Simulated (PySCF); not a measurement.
HgB⁺: frontier orbitals

r²SCAN at R = 2.369 Å; Hg def2-SVP with ECP60, B def2-SVP; scalar-relativistic core potentials (PySCF 2.14). State: ¹Σ⁺ (singlet), closed shell. Only the outer orbitals are listed, counted within each symmetry, core potentials removing the inner ones.

```json
{"orbital": "4σ", "occ.": "2", "ε (eV)": "-19.28", "on Hg (%)": "63", "main shells (%)": "55 Hg d, 31 B s"}
{"orbital": "2π", "occ.": "2", "ε (eV)": "-17.90", "on Hg (%)": "99", "main shells (%)": "99 Hg d"}
{"orbital": "2π", "occ.": "2", "ε (eV)": "-17.90", "on Hg (%)": "99", "main shells (%)": "99 Hg d"}
{"orbital": "1δ", "occ.": "2", "ε (eV)": "-17.57", "on Hg (%)": "100", "main shells (%)": "100 Hg d"}
{"orbital": "1δ", "occ.": "2", "ε (eV)": "-17.57", "on Hg (%)": "100", "main shells (%)": "100 Hg d"}
{"orbital": "5σ", "occ.": "2", "ε (eV)": "-16.60", "on Hg (%)": "56", "main shells (%)": "44 B s, 42 Hg d, 12 Hg s"}
{"orbital": "6σ", "occ.": "2", "ε (eV)": "-13.28", "on Hg (%)": "58", "main shells (%)": "59 Hg s, 22 B s, 20 B p"}
{"orbital": "3π", "occ.": "0", "ε (eV)": "-10.35", "on Hg (%)": "7", "main shells (%)": "93 B p"}
{"orbital": "3π", "occ.": "0", "ε (eV)": "-10.35", "on Hg (%)": "7", "main shells (%)": "93 B p"}
{"orbital": "7σ", "occ.": "0", "ε (eV)": "-9.51", "on Hg (%)": "40", "main shells (%)": "60 B p, 24 Hg s, 15 Hg p"}
```

**Question.** Which are the highest filled and the lowest empty level, where do they sit, and how wide is the gap?

**Answer.** Highest filled 6σ at -13.28 eV (in %: 59 Hg s, 22 B s, 20 B p); lowest empty 3π at -10.35 eV (in %: 93 B p); the gap at r²SCAN is 2.93 eV.

* bond order (Mayer): 0.92
* ⟨S²⟩: 0.000
* charge on Hg (Mulliken, basis-dependent): 0.49
* charge on Hg (Löwdin, basis-dependent): 0.49
* dipole moment (positive dipole points towards B; it is taken about the centre of mass and depends on that origin): 3.82 D

Spin–orbit coupling is left out.
